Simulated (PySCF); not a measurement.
H4AlFO, singlet (B3LYP/def2-SVP optimised geometry):

```
7

Al    -0.374    -0.175     0.000
H     -1.213    -1.354    -0.654
H      1.213    -0.175     0.000
F     -1.116     1.354     0.000
O     -0.858    -0.260     1.943
H     -1.324     0.550     2.202
H     -0.771    -0.868     2.688
```

Level of theory: PySCF with B3LYP/def2-TZVP.

Task: What are the frontier orbital energies and the dipole moment?

Result: HOMO-2 -10.24 eV, HOMO-1 -9.20 eV, HOMO -7.46 eV, LUMO -0.95 eV, LUMO+1 0.47 eV; dipole moment 5.10 D.

On the same geometry PBE/def2-TZVP in PySCF gives HOMO-2 -8.52 eV, HOMO-1 -7.94 eV, HOMO -6.32 eV, LUMO -1.43 eV, LUMO+1 -0.07 eV; dipole moment 5.02 D.

Meta-Löwdin charges at B3LYP/def2-TZVP: Al1 0.76, H2 -0.19, H3 -0.19, F4 -0.58, O5 -0.56, H6 0.39, H7 0.38.
